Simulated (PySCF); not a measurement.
Simulation results for AlBH5OSi, CH4BFSi, BH5N2Si, B2H4OSi

All values are calculated (PySCF 2.14.0). Calculation on a computer-drawn molecule: the log of a Hartree-Fock and frozen-core CCSD(T) single point meant for a local Hartree-Fock minimum, with one planted fault or none, to be diagnosed. Offsets are logged minus clean, where the clean run is the same molecule without the fault. The reference is restricted for singlets and unrestricted otherwise, and also for a bond in bohr or an excited solution. Adding or removing an electron swaps singlet and doublet. The excited solution moves the top pair (singlet) or top alpha electron (doublet) to the lowest empty orbital. Highest occupied and lowest empty are orbital energies over both spins, largest force is the largest gradient component, triples share is (T) over the correlation energy, the T1 limit is 0.02 restricted and 0.045 unrestricted, electrons count all cores, a negative frequency is imaginary (commonest isotopes), and the dipole is about the centre of nuclear charge.

Common to all runs: meant charge 0; meant basis cc-pV(D+d)Z; logged SCF converged yes; possible faults no fault, one electron removed, one electron added, multiplicity raised by two, geometry at a saddle point, SCF held on an excited solution, minimal basis STO-3G, one bond length entered in bohr, all coordinates scaled.

(1) 
```xyz
9
formula=AlBH5OSi meant_multiplicity=2 logged_electrons=46 logged_basis_functions=99 logged_spin_squared=0 logged_highest_occupied=-0.37607 logged_lowest_empty=4.7218 logged_largest_force=0.058029 logged_T1_diagnostic=0.017923 logged_D1_diagnostic=0.049969 logged_triples_share=0.030104 logged_CC_converged=yes logged_dipole_magnitude=9.3056 logged_SCF_stable_within_its_kind=yes logged_energy_HF=-633.33516 logged_energy_CCSD(T)=-633.85291 planted_fault=one_electron_added HF_energy_offset_from_clean_run=9.708 CCSD(T)_energy_offset_from_clean_run=-16.53
B     -3.1141    -0.3708     1.2681
Si    -1.4640    -0.6231     0.3371
O     -0.4301     0.5440    -0.1019
Al     0.5399     1.8826    -0.4744
H     -3.4906     0.7209     1.5929
H     -3.7659    -1.3470     1.5188
H     -0.9293    -1.9280    -0.0976
H      1.6133     2.3289     0.5815
H      0.3184     2.5869    -1.8605
```

Units: logged_highest_occupied, logged_lowest_empty in eV; logged_largest_force in hartree/bohr; logged_dipole_magnitude in debye; logged_energy_HF, logged_energy_CCSD(T) in hartree; HF_energy_offset_from_clean_run, CCSD(T)_energy_offset_from_clean_run in kcal/mol.

Drawn bonds:
```
atom  other atom  order
   1           2      1
   2           3      1
   3           4      1
   1           5      1
   1           6      1
   2           7      1
   4           8      1
   4           9      1
```

(2) 
```xyz
9
formula=AlBH5OSi meant_multiplicity=2 logged_electrons=45 logged_basis_functions=99 logged_spin_squared=0.7592 logged_highest_occupied=-7.7188 logged_lowest_empty=1.193 logged_largest_force=0.017163 logged_T1_diagnostic=0.015252 logged_D1_diagnostic=0.045595 logged_triples_share=0.023224 logged_CC_converged=yes logged_dipole_magnitude=2.3723 logged_SCF_stable_within_its_kind=yes logged_energy_HF=-633.34301 logged_energy_CCSD(T)=-633.81511 planted_fault=all_coordinates_scaled,by_-2.9_% HF_energy_offset_from_clean_run=4.787 CCSD(T)_energy_offset_from_clean_run=7.19
B     -3.0238    -0.3601     1.2313
Si    -1.4215    -0.6050     0.3274
O     -0.4176     0.5283    -0.0990
Al     0.5243     1.8280    -0.4607
H     -3.3894     0.7000     1.5467
H     -3.6567    -1.3079     1.4747
H     -0.9024    -1.8720    -0.0948
H      1.5665     2.2613     0.5646
H      0.3092     2.5119    -1.8065
```

Units: logged_highest_occupied, logged_lowest_empty in eV; logged_largest_force in hartree/bohr; logged_dipole_magnitude in debye; logged_energy_HF, logged_energy_CCSD(T) in hartree; HF_energy_offset_from_clean_run, CCSD(T)_energy_offset_from_clean_run in kcal/mol.

Drawn bonds:
```
atom  other atom  order
   1           2      1
   2           3      1
   3           4      1
   1           5      1
   1           6      1
   2           7      1
   4           8      1
   4           9      1
```

(3) 
```xyz
8
formula=CH4BFSi meant_multiplicity=1 logged_electrons=38 logged_basis_functions=85 logged_spin_squared=0 logged_highest_occupied=-4.6303 logged_lowest_empty=-4.0508 logged_largest_force=0.27749 logged_CC_converged=no logged_dipole_magnitude=9.4292 logged_SCF_stable_within_its_kind=no logged_energy_HF=-452.91137 planted_fault=SCF_held_on_an_excited_solution HF_energy_offset_from_clean_run=201.2
B     -0.2299    -0.4945     1.4919
Si     0.9725    -0.5404    -0.1038
C      2.6467    -0.7476    -0.0337
F      0.2277    -0.3613    -1.5227
H      0.2733    -0.6227     2.5690
H     -1.4118    -0.3457     1.4010
H      3.1074    -0.8645     0.9419
H      3.3212    -0.7764    -0.8808
```

Units: logged_highest_occupied, logged_lowest_empty in eV; logged_largest_force in hartree/bohr; logged_dipole_magnitude in debye; logged_energy_HF in hartree; HF_energy_offset_from_clean_run in kcal/mol.

Drawn bonds:
```
atom  other atom  order
   1           2      1
   2           3      2
   2           4      1
   1           5      1
   1           6      1
   3           7      1
   3           8      1
```

Notes: CCSD not converged.

(4) 
```xyz
9
formula=BH5N2Si meant_multiplicity=1 logged_electrons=38 logged_basis_functions=90 logged_spin_squared=0 logged_highest_occupied=-3.6834 logged_lowest_empty=-5.0973 logged_largest_force=0.31005 logged_CC_converged=no logged_dipole_magnitude=9.1351 logged_SCF_stable_within_its_kind=no logged_energy_HF=-424.96185 planted_fault=SCF_held_on_an_excited_solution HF_energy_offset_from_clean_run=277.3
B      0.4732     0.7804     1.1574
Si     0.9632    -0.1954    -0.5550
N      0.0487    -0.6546    -1.7517
N      2.6131    -0.5291    -0.5887
H      0.8472     0.3883     2.2278
H     -0.2196     1.7568     1.1317
H     -0.9225    -0.4173    -1.8206
H      3.2256    -0.4195     0.1938
H      3.0436    -0.9952    -1.3644
```

Units: logged_highest_occupied, logged_lowest_empty in eV; logged_largest_force in hartree/bohr; logged_dipole_magnitude in debye; logged_energy_HF in hartree; HF_energy_offset_from_clean_run in kcal/mol.

Drawn bonds:
```
atom  other atom  order
   1           2      1
   2           3      2
   2           4      1
   1           5      1
   1           6      1
   3           7      1
   4           8      1
   4           9      1
```

Notes: CCSD not converged.

(5) 
```xyz
8
formula=B2H4OSi meant_multiplicity=1 logged_electrons=36 logged_basis_functions=85 logged_spin_squared=0 logged_highest_occupied=-10.305 logged_lowest_empty=0.14844 logged_largest_force=0.034016 logged_T1_diagnostic=0.020963 logged_D1_diagnostic=0.063291 logged_triples_share=0.029416 logged_CC_converged=yes logged_dipole_magnitude=4.4149 logged_SCF_stable_within_its_kind=yes logged_energy_HF=-415.41971 logged_energy_CCSD(T)=-415.90804 planted_fault=all_coordinates_scaled,by_-2.3_% HF_energy_offset_from_clean_run=2.687 CCSD(T)_energy_offset_from_clean_run=5.367
B     -1.3742     1.1364     1.4435
Si    -1.1282     0.4884    -0.4183
B      0.4756    -0.6178    -0.8072
O     -2.1025     0.8168    -1.4758
H     -1.9688     0.5039     2.2291
H     -0.9330     2.1646     1.7880
H      0.4432    -1.7839    -0.7077
H      1.4812    -0.1242    -1.1475
```

Units: logged_highest_occupied, logged_lowest_empty in eV; logged_largest_force in hartree/bohr; logged_dipole_magnitude in debye; logged_energy_HF, logged_energy_CCSD(T) in hartree; HF_energy_offset_from_clean_run, CCSD(T)_energy_offset_from_clean_run in kcal/mol.

Drawn bonds:
```
atom  other atom  order
   1           2      1
   2           3      1
   2           4      2
   1           5      1
   1           6      1
   3           7      1
   3           8      1
```

Notes: T1 above single-reference limit.
